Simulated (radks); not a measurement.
Problem. Species: In XLIV. Configuration: [He] 2s2 2p2. All-electron calculation, non-relativistic Kohn-Sham, LDA (Slater exchange, Perdew-Wang correlation), spin-unpolarised, spherical densities, point nucleus; relativity is left out, which matters for an element this heavy. Program: a radial shooting solver on a logarithmic mesh with Libxc functionals. Some entries of the table are withheld. Estimate them.

orbital,occ.,eigenvalue (hartree),<r^2> (bohr^2),<1/r> (bohr^-1)
1s,2,(1),0.001283,(2)
2s,2,-256.6965,0.01915,(3)
2p,2,(4),0.01409,(5)

Solution. 
(1) 1s eigenvalue (hartree): -1116.072
(2) 1s <1/r> (bohr^-1): 48.54
(3) 2s <1/r> (bohr^-1): 11.66
(4) 2p eigenvalue (hartree): -251.3766
(5) 2p <1/r> (bohr^-1): 11.61
